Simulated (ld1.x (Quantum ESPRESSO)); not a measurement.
## boron, TM: configuration errors across variants

```
Element                 : B (Z = 5)
Generator               : ld1.x (Quantum ESPRESSO) 7.5
Type                    : norm-conserving Troullier–Martins (Kleinman–Bylander form)
Functional              : LDA (PZ)
Relativity              : non-relativistic
Frozen core             : [He]
Valence charge          : 3
Reference configuration : 2s2 2p0 (charge +1)
Partial waves           : 2p (bound, empty): rc 1.75 bohr; 3d channel at -0.15 Ry: rc 1.50 bohr; 2s (bound): rc 1.05 bohr
Local potential         : the s channel
Core correction         : a·sin(br)/r model core inside 0.80 bohr
```

All-electron excitation energies from the reference (eV): (1) 2s2 2p1 -8.329; (2) 2s1 2p0 25.297; (3) 2s2 2p0.5 -5.385; (4) 2s1 2p2 -2.649; (5) 2s2 2p1.3 -9.102; (6) 2s0 2p3 3.059; (7) 2s1 2p1 5.949; (8) 2s2 2p1 spin -8.564; (9) 2s1 2p0 spin 24.569.

Spin tests fill each open shell by Hund’s rule, majority spin first.

The overlap operator is not positive definite (basis up to 400 Ry) in “type PAW; waves now 2s (bound): rcut 0.90, rcutus 1.05 bohr; 2s channel at 3 Ry: rcut 0.90, rcutus 1.05 bohr; 2p (bound): rcut 1.50, rcutus 1.75 bohr; 2p channel at 1.85 Ry: rcut 1.50, rcutus 1.75 bohr; 3d channel at -0.15 Ry: rcut 1.30, rcutus 1.50 bohr; local potential all-electron potential smoothed inside 1.05 bohr (lloc = -1); augmentation BESSEL, radius 1.05 bohr”. Such files are unfit for use, however small their errors in these radial tests.

Tests that are not counted but printed errors over 1 eV. “type PAW; waves now 2s (bound): rcut 0.90, rcutus 1.05 bohr; 2s channel at 3 Ry: rcut 0.90, rcutus 1.05 bohr; 2p (bound): rcut 1.50, rcutus 1.75 bohr; 2p channel at 1.85 Ry: rcut 1.50, rcutus 1.75 bohr; 3d channel at -0.15 Ry: rcut 1.30, rcutus 1.50 bohr; local potential all-electron potential smoothed inside 1.05 bohr (lloc = -1); augmentation BESSEL, radius 1.05 bohr”: 2s2 2p1 (solver errors, printed error -6.5 eV).

2 further variants failed, have other tests or another functional or relativity, and are left out.

Errors AE − PS in meV (a dash: test not solved or not reliable):

| change | (1) | (2) | (3) | (4) | (5) | (6) | (7) | (8) | (9) | bound ghosts |
| --- | --- | --- | --- | --- | --- | --- | --- | --- | --- | --- |
| base | +10 | +22 | +4.3 | +21 | +12 | +42 | +7.3 | +18 | +25 | none |
| wave 2p (bound): rc 1.75 bohr becomes 2p (bound): rc 1.76 bohr | +10 | +22 | +4.3 | +21 | +12 | +42 | +7.3 | +18 | +25 | none |
| wave 2s (bound): rc 1.05 bohr becomes 2s (bound): rc 1.48 bohr | +10 | +21 | +4.3 | +20 | +12 | +40 | +6.6 | +18 | +23 | none |
| all radii but the core radius scaled by about 0.88 (s 0.92, p 1.54, d 1.32 bohr) | +9.3 | +21 | +3.8 | +22 | +11 | +51 | +11 | +16 | +23 | none |
| wave 3d channel at -0.15 Ry: rc 1.50 bohr becomes 3d channel at -0.15 Ry: rc 0.98 bohr | +10 | +22 | +4.3 | +21 | +12 | +42 | +7.3 | +18 | +25 | none |
| type PAW; waves now 2s (bound): rcut 0.90, rcutus 1.05 bohr; 2s channel at 3 Ry: rcut 0.90, rcutus 1.05 bohr; 2p (bound): rcut 1.50, rcutus 1.75 bohr; 2p channel at 1.85 Ry: rcut 1.50, rcutus 1.75 bohr; 3d channel at -0.15 Ry: rcut 1.30, rcutus 1.50 bohr; local potential all-electron potential smoothed inside 1.05 bohr (lloc = -1); augmentation BESSEL, radius 1.05 bohr | – | -2.9 | 0.0 | -0.3 | +0.3 | -1.5 | -0.3 | -0.2 | -4.9 | not determined (overlap not positive) |

Give the same row for: core correction none.

+23, +51, +9.9, +48, +28, +90, +15, +52, +143; bound ghosts: none.
